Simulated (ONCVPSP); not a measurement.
# Pseudopotential generation for Ge (Z = 32): ONCV, Wu-Cohen, fully relativistic.

| Quantity | Value |
| --- | --- |
| Element | germanium |
| Generator | ONCVPSP 4.0.1 |
| Type | optimised norm-conserving Vanderbilt (ONCV) |
| Functional | Wu-Cohen |
| Relativity | fully relativistic |
| Frozen core | [Ar] 3d10 |
| Valence charge | 4 |
| Reference configuration | 4s2 4p2 |
| Partial waves | 4s: rc 1.55 bohr, ncon 5, nbas 8, qcut 4.7 1/bohr, 2 projectors, debl 3 Ha; 4p: rc 2.05 bohr, ncon 3, nbas 7, qcut 3.6 1/bohr, 2 projectors, debl 3.6 Ha |
| Local potential | polynomial inside 1.15 bohr (lpopt 3, dvloc0 2 Ha) |
| Core correction | polynomial model core, fcfact 0.6 |

Open shells are filled in proportion to 2j + 1.

All-electron outer shells of the reference configuration (Wu-Cohen, scalar-relativistic, ld1.x):

| shell | level (eV) | outermost node (bohr) | outermost maximum (bohr) |
| --- | --- | --- | --- |
| 3p | -115.48 | 0.23 | 0.54 |
| 3d | -29.30 | – | 0.50 |
| 4s | -11.77 | 0.77 | 1.73 |
| 4p | -3.89 | 0.82 | 2.22 |

Question: Does the generator finish with these settings?

Answer: Yes, a potential is produced and its reference levels are reproduced.

Question: Estimate the cutoffs (Ha) at which the residual kinetic energy of the hardest occupied pseudo-wave falls to 1 and 0.1 mHa per electron.

Answer: 28 Ha and 64 Ha.

Question: What does a ghost test show?

Answer: Ghosts flagged at negative energy: s at -196.1 eV; no localised positive-energy state flagged. A true bound ghost makes a file unfit for plane-wave use.

Question: Which valence shell sets the plane-wave cutoff?

Answer: 4s: 28 Ha for 1 mHa per electron, against 3 Ha for 4p.

Question: Tests: 4s2 4p1; 4s2 4p0; 4s1 4p0; 4s1 4p3. Which has the largest error in its energy relative to the reference configuration, and how large is it?

Answer: 4s1 4p0, with -313 meV (all-electron minus pseudo) on +57.81 eV.
